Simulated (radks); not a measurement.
Results of a calculation; reference values are marked as such.
Q: All-electron atom: Ar11+ in [He] 2s2 2p3 (the NIST ground configuration). Code: a radial shooting solver on a logarithmic mesh with Libxc functionals. Model: non-relativistic Kohn-Sham, LDA (Slater exchange, Perdew-Wang correlation), spin-polarised, spherical densities, point nucleus; open shells are filled with parallel spins first. Some entries of the table are withheld. Estimate them.

| orbital | occ. | eigenvalue (eV) | <r> (bohr) | <r^2> (bohr^2) |
|---|---|---|---|---|
| 1s up | 1 | (1) | 0.08623 | (2) |
| 1s down | 1 | (3) | 0.08601 | (4) |
| 2s up | 1 | -637.4178 | 0.3849 | 0.1738 |
| 2s down | 1 | -619.9083 | 0.3893 | 0.1780 |
| 2p up | 3 | -587.3439 | 0.3368 | 0.1381 |
| 2p down | 0 | -566.6377 | 0.3421 | 0.1428 |

A: 
(1) 1s up eigenvalue (eV): -3520.183
(2) 1s up <r^2> (bohr^2): 0.009979
(3) 1s down eigenvalue (eV): -3509.481
(4) 1s down <r^2> (bohr^2): 0.009923
